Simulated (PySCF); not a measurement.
SMILES O=C(O)[SiH2][SiH2]O (CH₆O₃Si₂) at its GFN2-xTB optimised geometry (Å):

```
12

O      0.1791     1.7137     0.5158
C      0.9594     0.7817     0.5378
O      2.2117     0.9334     0.9555
Si     0.5026    -1.0120     0.0000
Si    -1.8143    -1.0120     0.0000
O     -2.3358     0.5203     0.0000
H      2.3941     1.8552     1.2150
H      1.2324    -1.8552     0.9501
H      1.1949    -1.1446    -1.2886
H     -2.3941    -1.6189    -1.1998
H     -2.3644    -1.6830     1.1861
H     -1.7226     1.2390     0.1855
```

Calculation: PBE/def2-TZVP (PySCF). Cells within 0.4 Å of a nucleus heavier than hydrogen are left out (blank, or x).

Map of the Laplacian of the electron density (e/bohr⁵), clipped to [-1.50, 1.50] on the plane z = 0.0 Å:

```
|333333333333333333333333333|
|333333333333333333333333333|
|333333333333333333333333333|
|333333333333333333333333333|
|333333333333333333333333333|
|333333333333333333333333333|
|333333333333344333333333333|
|333333333333455433333333333|
|333333333333545543333333333|
|333333440333455433333333333|
|333345410333344333343333333|
|333340xx4433334323333333333|
|333351xx5433333223333333333|
|333345224333333223333333333|
|333333457333336533333333333|
|33333369x92229xx93333333333|
|3333339xx93229xx93333333333|
|33333359x922299983333333333|
|333333345333334433333333333|
|333333333333333333333333333|
|333333333333333333333333333|
|333333333333333333333333333|
|333333333333333333333333333|
|333333333333333333333333333|
|333333333333333333333333333|
|333333333333333333333333333|
|333333333333333333333333333|
```
Scale: ten equal steps from -0.665 (start of '0') to 1.50 (end of '9'), in the order '0123456789'; x runs from -4.50 to 4.50, y from -4.50 (bottom) to 4.50 (top).
